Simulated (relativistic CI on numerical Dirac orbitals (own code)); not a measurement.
# Line list: Electric-dipole lines, Eu XXXVI

Method of calculation: Dirac-Coulomb-Breit CI, KLI orbitals optimised for each configuration, model QED, unscaled Slater integrals (own radial code, finite nucleus).

Configuration list (outside the closed core [Ne]): 3s²3p⁶3d¹⁰, 3s²3p⁶3d⁹4s, 3s²3p⁶3d⁹4p, 3s²3p⁶3d⁹4d, 3s²3p⁵3d¹⁰4s, 3s²3p⁶3d⁹4f, 3s²3p⁵3d¹⁰4p, 3s²3p⁶3d⁸4s², 3s²3p⁶3d⁸4s4p, 3s²3p⁵3d¹⁰4d, 3s3p⁶3d¹⁰4s, 3s²3p⁶3d⁹5s, 3s²3p⁶3d⁸4p², 3s²3p⁶3d⁹5p, 3s²3p⁶3d⁸4s4d, 3s²3p⁵3d¹⁰4f, 3s3p⁶3d¹⁰4p, 3s²3p⁶3d⁹5d, 3s²3p⁶3d⁸4p4d, 3s²3p⁵3d⁹4s², 3s²3p⁶3d⁹5f, 3s²3p⁶3d⁹5g, 3s²3p⁵3d⁹4s4p, 3s²3p⁶3d⁸4d², 3s3p⁶3d¹⁰4d, 3s²3p⁵3d⁹4p², 3s²3p⁶3d⁹6s, 3s²3p⁵3d⁹4s4d, 3s²3p⁶3d⁹6p, 3s3p⁶3d⁹4s², 3s²3p⁵3d¹⁰5s, 3s3p⁶3d¹⁰4f, 3s²3p⁶3d⁹6d, 3s²3p⁵3d⁹4p4d, 3s²3p⁵3d¹⁰5p, 3s²3p⁴3d¹⁰4s². Levels of other configurations are missing.

```csv
λ vac (nm),Lower,Upper,A (s⁻¹),log gf,S velocity/length
0.68934,3s²3p⁶3d¹⁰ ¹S0 [1],3s²3p⁶3d⁹5f ¹P°1 [161],7.20e+13,0.19,0.92
0.79536,3s²3p⁶3d¹⁰ ¹S0 [1],3s²3p⁵3d¹⁰4d ¹P°1 [74],3.83e+13,0.04,0.97
0.89081,3s²3p⁶3d¹⁰ ¹S0 [1],3s²3p⁶3d⁹4f ¹P°1 [59],1.76e+14,0.80,0.93
0.91687,3s²3p⁶3d¹⁰ ¹S0 [1],3s²3p⁶3d⁹4f ³D°1 [49],2.62e+13,0.00,0.93
2.2551,3s²3p⁶3d⁹4d ³G4 [19],3s²3p⁶3d⁹5f ³H°5 [131],3.87e+12,0.51,0.98
2.2862,3s²3p⁶3d⁹4d ³G5 [23],3s²3p⁶3d⁹5f ³H°6 [133],4.16e+12,0.63,0.98
2.2882,3s²3p⁶3d⁹4d ³G4 [32],3s²3p⁶3d⁹5f ³H°5 [157],4.14e+12,0.55,0.99
2.7683,3s²3p⁶3d⁹4f ³H°4 [51],3s²3p⁶3d⁹5g ³I5 [166],7.99e+12,1.00,0.99
2.7710,3s²3p⁶3d⁹4f ³H°5 [41],3s²3p⁶3d⁹5g ¹I6 [143],7.97e+12,1.08,0.99
2.7736,3s²3p⁶3d⁹4f ³H°6 [42],3s²3p⁶3d⁹5g ³I7 [145],8.18e+12,1.15,0.99
2.7788,3s²3p⁶3d⁹4f ¹D°2 [43],3s²3p⁶3d⁹5g ¹F3 [149],6.09e+12,0.69,0.99
2.7790,3s²3p⁶3d⁹4f ³F°3 [44],3s²3p⁶3d⁹5g ³G4 [150],5.23e+12,0.74,0.99
2.7828,3s²3p⁶3d⁹4f ³H°5 [53],3s²3p⁶3d⁹5g ³I6 [167],8.14e+12,1.09,0.99
2.7862,3s²3p⁶3d⁹4f ³G°4 [45],3s²3p⁶3d⁹5g ³H5 [148],5.64e+12,0.86,0.99
2.7911,3s²3p⁶3d⁹4f ³F°4 [46],3s²3p⁶3d⁹5g ³G5 [153],5.92e+12,0.88,0.99
2.7968,3s²3p⁶3d⁹4f ³G°4 [56],3s²3p⁶3d⁹5g ³H5 [169],7.50e+12,0.99,0.99
2.7985,3s²3p⁶3d⁹4f ³G°5 [47],3s²3p⁶3d⁹5g ³H6 [151],7.23e+12,1.04,0.99
2.8022,3s²3p⁶3d⁹4f ¹F°3 [48],3s²3p⁶3d⁹5g ¹G4 [152],6.41e+12,0.83,0.99
3.6701,3s²3p⁶3d⁹4s ³D3 [2],3s²3p⁵3d¹⁰4s ³P°2 [36],1.18e+12,0.07,0.89
7.8976,3s²3p⁶3d⁹4p ³F°2 [8],3s²3p⁶3d⁹4d ³G3 [29],3.12e+11,0.31,1.03
7.9255,3s²3p⁶3d⁹4p ³F°3 [7],3s²3p⁶3d⁹4d ³G4 [19],3.16e+11,0.43,1.04
9.6090,3s²3p⁶3d⁹4d ³G4 [19],3s²3p⁶3d⁹4f ³H°5 [41],1.70e+11,0.41,1.06
10.129,3s²3p⁶3d⁹4p ³D°3 [13],3s²3p⁶3d⁹4d ³F4 [26],1.37e+11,0.28,1.01
10.155,3s²3p⁶3d⁹4p ³F°3 [16],3s²3p⁶3d⁹4d ³G4 [32],1.86e+11,0.41,1.04
10.164,3s²3p⁶3d⁹4p ³F°4 [10],3s²3p⁶3d⁹4d ³G5 [23],1.84e+11,0.50,1.05
10.190,3s²3p⁶3d⁹4d ³G5 [23],3s²3p⁶3d⁹4f ³H°6 [42],1.51e+11,0.49,1.07
10.398,3s²3p⁶3d⁹4s ³D3 [2],3s²3p⁶3d⁹4p ³D°3 [13],8.39e+10,-0.02,0.94
10.738,3s²3p⁶3d⁹4s ¹D2 [3],3s²3p⁶3d⁹4p ¹D°2 [11],1.09e+11,-0.03,0.95
10.746,3s²3p⁶3d⁹4s ³D2 [5],3s²3p⁶3d⁹4p ³F°3 [16],1.31e+11,0.20,1.06
10.764,3s²3p⁶3d⁹4s ³D3 [2],3s²3p⁶3d⁹4p ³F°4 [10],1.30e+11,0.31,1.08
```

Terms are leading LS components. Brackets give the number of a level in order of energy, since labels repeat. The list gives strong lines, with weight on those to low levels, among the lowest 400 of 2285 levels, so that lines to higher ones, which can be the strongest, are missing. Levels whose partners in the same complex of configurations lie outside the list can be far off, and so can their lines. Rates are taken at the computed energies, electric ones in the length gauge. A velocity-to-length ratio far from 1 marks an uncertain rate.

At this charge energies of transitions that change n are usually good to better than 1 %, and those within a shell (Δn = 0) to a few per cent.

LS names give the leading component of a level, which can be under half, so a name can repeat, a term be missing and a line seem to break the LS rules.
